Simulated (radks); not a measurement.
Neutral nickel is in [Ar] 3d9 4s1. Calculated with a radial shooting solver on a logarithmic mesh with Libxc functionals: non-relativistic Kohn-Sham, PBE, spin-polarised, spherical densities, point nucleus. Open shells are filled with parallel spins first. One electron is removed from 4s, 3s, 3d, 3p in turn, with full relaxation. Which removal costs least, and what does each cost?

Answer. 4s 8.010 eV; 3d 10.152 eV; 3p 71.738 eV; 3s 109.03 eV. The 4s electron leaves first.
